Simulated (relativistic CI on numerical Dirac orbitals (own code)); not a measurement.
**One change at a time: Ho LIX**

Base calculation: Dirac-Coulomb-Breit CI, separate exchange-only KLI orbitals for each configuration, QED by a radiative potential, unscaled Slater integrals.

CI space (outside the closed core 1s2): 2s2 2p5, 2s 2p6, 2p6 3s, 2p6 3p, 2s2 2p4 3s, 2p6 3d, 2s2 2p4 3p, 2s2 2p4 3d, 2s 2p5 3s, 2s 2p5 3p, 2s 2p5 3d, 2s2 2p4 4s, 2s2 2p4 4p, 2s2 2p4 4d, 2s2 2p4 4f, 2s2 2p3 3s2. Levels of other configurations are missing.

Variants: (1) valence Slater integrals scaled by 0.9; (2) Breit term removed; (3) QED terms removed. Shifts of the energy above 2s2 2p5 2P°_3/2, in eV, for the lowest level and the first level of each name with at least 55 % of one term (blank where a level changes its place among those of its configuration and J or its character, or is not in the variant):

```tsv
Level	Base	Δ(1)	Δ(2)	Δ(3)
2s2 2p5 2P°_3/2	0.00	0.00	0.00	0.00
2s2 2p5 2P°_1/2	882.35	+0.06	+10.51	-1.11
2s 2p6 2S_1/2	1295.39	+0.18	-1.47	+11.62
2s2 2p4 3s 4P_5/2	6869.89	+1.12	+13.42	-2.09
2s2 2p4 3s 2P_3/2	6879.64	+0.16	+13.00	-2.07
2s2 2p4 3s 2S_1/2	6926.02	-3.54	+6.89	-2.06
2s2 2p4 3p 2P°_1/2	7040.13	-2.86	+3.64	+1.48
2s2 2p4 3p 4D°_7/2	7232.72	+1.28	+14.01	+1.15
2s2 2p4 3d 2D_3/2	7416.87	-2.78	+8.11	+1.74
2s2 2p4 3d 4F_9/2	7421.16	+1.44	+17.05	+1.58
2s2 2p4 3d 2P_1/2	7433.61	+0.28	+15.15	+1.58
2s2 2p4 3s 4P_3/2	7754.93	+2.26	+21.15	-3.16
2s2 2p4 3s 2P_1/2	7763.54	+1.39	+21.21	-3.16
2s2 2p4 3s 2D_5/2	7774.90	-0.41	+27.20	-3.17
2s2 2p4 3s 2D_3/2	7780.12	-0.80	+26.38	-3.16
2s 2p5 3s 4P°_5/2	8095.24	+4.87	+16.37	+5.17
2s2 2p4 3p 2F°_7/2	8134.57	+0.04	+28.07	+0.06
2s2 2p4 3d 4D_1/2	8240.54	+3.48	+20.75	+0.64
2s2 2p4 3d 2G_7/2	8265.19	+0.05	+29.43	+0.64
2s2 2p4 3d 2G_9/2	8323.40	+0.35	+30.68	+0.48
```

At this charge energies of transitions that change n are usually good to better than 1 %, and those within a shell (Δn = 0) to a few per cent.

Ionisation energy from the two ground configurations alone: base 12788.6 eV; Breit term removed 12806.1 eV. The NIST ASD value (theoretical) is 12790 eV.

LS names give the leading component of a level, which can be under half, so a name can repeat, a term be missing and a line seem to break the LS rules.
